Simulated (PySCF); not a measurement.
Problem. Write Cartesian coordinates for `C=C/C=C\B(Cl)Cl` as optimised with PBE0-D3(BJ)/def2-SVP.

Solution. 
```
atom  x, y, z in Å
C1    -2.2319    0.1772   -0.8611
C2    -0.9461    0.3376   -0.5084
C3    -0.2498   -0.6436    0.2987
C4     1.0404   -0.6392    0.7242
B5     2.1652    0.3836    0.5000
Cl6    3.7703   -0.0052    1.1111
Cl7    1.9956    1.9333   -0.3216
H8    -2.7541    0.9175   -1.4719
H9    -2.8020   -0.7037   -0.5478
H10   -0.3988    1.2255   -0.8317
H11   -0.8693   -1.5031    0.5893
H12    1.3388   -1.5098    1.3196
```

Orientation and origin are arbitrary. Atoms count from 1 in this order. Of the pairs four or more bonds apart, Cl7···H10 is among the closest relative to their van der Waals radii: 2.55 Å, 86 % of the sum of Bondi's values. B5 (three-coordinate boron) is planar (angles 125.7°, 118.0° and 116.3°, sum 360.0°, 0.00 Å off the plane of its three neighbours). The C–C distances run from 1.343 Å (C1=C2, drawn double) to 1.449 Å (C2–C3, drawn single), a spread of 0.106 Å.

Bonds between heavy atoms (Å): C1=C2 1.343, C2–C3 1.449, C3=C4 1.359, C4–B5 1.537, B5–Cl6 1.761, B5–Cl7 1.762.

Computed with PBE0-D3(BJ)/def2-SVP geometry optimisation, gas phase (PySCF).

Point group: near Cs, missed by 0.21 Å at most; the miss may be what the optimiser left on a soft mode. Not checked by PBE0-D3(BJ)/def2-SVP frequencies. One conformer, not necessarily the lowest (C1–C2–C3–C4 179°).
